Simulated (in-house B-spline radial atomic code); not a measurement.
## RPA and G0W0 on HSE06: Yb⁺

Configuration [Xe] 4f14 6s1, highest spin, mean-field start HSE06. Computed with a B-spline radial code for spherical atoms: all electrons, scalar-relativistic (spin-free one-electron X2C), finite nucleus, each spin shell either full or empty, empty states to l = 9 with an (l + 1/2)⁻⁴ tail; G0W0 by contour deformation at full frequency.

Without the two-electron picture change, the correlation of inner shells comes somewhat too large for so heavy an element.

RPA overbinds a lone outer s electron by self-correlation, and G0W0 tends to as well.

Command:
```bash
python run_gw.py task.json out
```
Settings (radii: box in bohr, nucleus in fm):
```
Z                        70
electrons                69
configuration            [Xe] 4f14 6s1
hamiltonian              x2c
method                   hse06
lmax                     9
rms_radius               5.3108
spin_polarised           True
box_radius               23.78
intervals                70
ion_configuration        [Xe] 4f14
```

Run time, properties included: 26 s on 1 thread of Arm Neoverse N1, with other jobs on the host.

Energies (hartree):

```tsv
term	value
mean-field total	-14059.12741
Hartree-Fock functional on these orbitals	-14054.44388
direct second order	-7.8899
second-order exchange	1.9116
SOSEX correction	1.7168
```

Problem. What is the RPA correlation energy, and what remains with SOSEX?

Solution. RPA gives -6.3687 hartree (-2.51 eV per electron); RPA + SOSEX gives -4.6519, and the second-order doubles -5.9783 hartree (no singles). SOSEX takes back 27 % of the RPA value.

Quasi-particle levels (eV):

| level | occupied | mean field | Σx - vxc | Σc | QP weight | G0W0 |
| --- | --- | --- | --- | --- | --- | --- |
| 6s up | yes | -9.830 | -1.56 | ? | ? | ? |
| 6s down | no | -8.095 | 3.60 | -1.97 | 0.874 | -6.465 |

G0W0 = mean field + (Σx - vxc) + Σc, with Σc (partial-wave tail included) taken at the quasi-particle energy. Only the outer levels were computed. Levels of low weight are left out.

Problem. Where does G0W0 put 6s up?

Solution. At -12.576 eV, with Σc = -1.18 eV and a quasi-particle weight of 0.919. The tabulated removal energy is 12.179 eV (NIST, measured); the calculation leaves out spin-orbit coupling, Breit and QED terms, and what these don't explain is the method's own error.

Problem. What does it cost to remove one electron (to [Xe] 4f14) by differences of total energies, each species on its own start (correlation terms add to the Hartree-Fock functional)?

Solution. HSE06 12.202 eV, Hartree-Fock functional 11.151 eV, + RPA 12.557 eV, + RPA + SOSEX 12.010 eV, + second order 13.303 eV. Tabulated: 12.179 eV (NIST, measured); the calculation leaves out spin-orbit coupling, Breit and QED terms, and what these don't explain is the method's own error.
